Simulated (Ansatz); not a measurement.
Gas-phase electronic energies from Ansatz, PBE0-D4/def2-TZVP geometries. CCSD(T)/CBS is the MP2 limit (def2-TZVPP, def2-QZVPP) plus CCSD(T) − MP2 in def2-TZVPP, frozen cores. Functionals use def2-TZVPP. For Ge outer-core shells are correlated without core-valence functions, which leaves a few kJ/mol of doubt a bond. Scalar relativity is left out up to krypton. Each species was taken in one conformer, which may not be the lowest.

Reaction (cleavage of the Ge–Si bond): `C=C[SiH2][GeH3]` + CH₃NH₂ → `C[NH][GeH3]` + `C=C[SiH3]`

| level | ΔE (kcal/mol) |
| --- | --- |
| r2SCAN-D4 | 6.2 |
| CCSD/def2-TZVPP | 3.9 |
| SCS-MP2/def2-QZVPP | 2.5 |
| HF/CBS(def2) | 1.3 |

(1) What does CCSD(T)/CBS give? (An estimate is asked.)

Largest T1 diagnostic among the species: 0.012.

Results:

(1) Computed: +4.8 kcal/mol. The listed levels differ from it by 1.4, -0.9, -2.3, -3.5 kcal/mol.

In def2-TZVPP, CCSD(T) changes the Hartree–Fock value by +2.6 kcal/mol (the triples alone add +0.2 kcal/mol) and MP2 by +1.7 kcal/mol.
